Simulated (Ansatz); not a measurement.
C$_{3}$H$_{6}$Ge (`C=C=[CH][GeH3]`). The species carries charge 0 and has multiplicity 1. Correlated methods include outer-core shells of Ge, which these sets cover unevenly. Scalar relativity is left out up to krypton.

```xyz
10

C    -1.267   -1.765    0.465
C    -0.218   -1.005    0.343
C     0.806   -0.218    0.207
Ge    0.613    1.581   -0.499
H    -1.851   -1.770    1.379
H    -1.582   -2.419   -0.341
H     1.793   -0.571    0.495
H    -0.861    1.818   -0.848
H     1.488    1.744   -1.754
H     1.079    2.605    0.552
```

Problem. Give the diagnostics of a CCSD(T)/def2-TZVPP run (frozen core, Ansatz 0.2.0). (An estimate is asked.)

Solution. The calculation gave: T1 = 0.0122, largest single amplitude 0.015, largest double 0.072, (T) share of the correlation energy 4.3 %, 9 CCSD cycles. The RHF solution is stable towards an unrestricted one. T1 lies under the customary mark of 0.02 for closed shells.
